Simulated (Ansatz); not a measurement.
# C2H4ClSi (SMILES C=C[SiH]Cl): the energy, rung by rung

C2H4ClSi has 8 atoms, charge 0, and is taken as a doublet. SMILES: `C=C[SiH]Cl`. Geometry: optimised at B3LYP/def2-SVP.

Quantity: the adiabatic ionisation energy (to the singlet cation, shapes relaxed at B3LYP/def2-SVP, no zero-point term), in eV. The values are calculated.

| level | kind | program | value (eV) | less CCSD(T)/def2-SVP | CPU time (all runs) |
| --- | --- | --- | --- | --- | --- |
| UHF/def2-SVP | Hartree–Fock | Ansatz | 6.72 | -0.08 | 3.2 s |
| USVWN5/def2-SVP | LDA | Ansatz | 7.00 | +0.20 | 2.6 s |
| UBLYP/def2-SVP | GGA | Ansatz | 6.83 | +0.03 | 5.3 s |
| U-r2SCAN/def2-SVP | meta-GGA | Ansatz | 7.20 | +0.40 | 11 s |
| UB3LYP/def2-SVP | global hybrid | Ansatz | 7.06 | +0.26 | 7 s |
| UCAM-B3LYP/def2-SVP | range-separated hybrid | Ansatz | 7.08 | +0.28 | 8.1 s |
| UB2PLYP/def2-SVP | double hybrid | Ansatz | 6.88 | +0.08 | 9 s |
| UMP2/def2-SVP | perturbation theory | Ansatz | 6.55 | -0.25 | 3.4 s |
| UCCSD(T)/def2-SVP | coupled cluster or CI | Ansatz | 6.80 | 0.00 | 24 s |

Differences are taken from UCCSD(T)/def2-SVP for orientation; it has basis-set and higher-order errors of its own. The values span 6.55 to 7.20 eV. Spin contamination of the reference (⟨S²⟩ at least 0.1 too high) touches UHF/def2-SVP, UMP2/def2-SVP, UCCSD(T)/def2-SVP (up to 0.15 too high). In so small a basis fixed costs decide the times, and correlated methods can beat functionals. Times are those of the runs behind each value, whatever else they computed, on shared processors of several kinds: orders of magnitude only.
